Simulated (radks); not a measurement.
Values are calculated unless marked as measured or tabulated.
Question: Dipole-allowed excitations along the series with 10 electrons in [Ne]. Level of theory: non-relativistic Kohn-Sham, LDA (Slater exchange, VWN5 correlation), spin-polarised, spherical densities, point nucleus (a radial shooting solver on a logarithmic mesh with Libxc functionals). Time-dependent linear response with the Hartree and adiabatic LDA kernel, continuum included through the Sternheimer equations. Lines are the poles of the dipole polarisability below minus the highest occupied eigenvalue, found on a grid refined at the orbital gaps; the lowest seven at most are given, and weak or close lines can be missed. The first line takes the name of the lowest orbital gap if no other gap lies below it; otherwise a line is named after a gap within 0.6 % of it, if that gap stands alone.

| species | -e(HOMO) (eV) | lowest orbital gap (eV) | first line (eV) | f | strongest line (eV) | its f | static alpha (bohr^3) |
|---|---|---|---|---|---|---|---|
| Mn15+ | 1088.7 | 2p-3s 644.62 | 645.93 (2p-3s) | 0.185 | 727.60 (unassigned) | 2.62 | 0.007035 |
| Co17+ | 1348.3 | 2p-3s 792.97 | 794.46 (2p-3s) | 0.182 | 886.95 (unassigned) | 2.77 | 0.004841 |
| Ni18+ | 1488.3 | 2p-3s 872.83 | 874.39 (2p-3s) | 0.180 | 972.30 (unassigned) | 2.83 | 0.004067 |
| Cu19+ | 1635.2 | 2p-3s 956.46 | 958.11 (2p-3s) | 0.179 | 1061.4 (unassigned) | 2.88 | 0.003443 |
| Zn20+ | 1788.8 | 2p-3s 1043.9 | 1045.6 (2p-3s) | 0.178 | 1154.3 (unassigned) | 2.93 | 0.002934 |

Estimate the first line of Fe16+, its oscillator strength and the static polarisability.

Answer: 718.30 eV (2p-3s), f = 0.183, alpha = 0.005810 bohr^3.
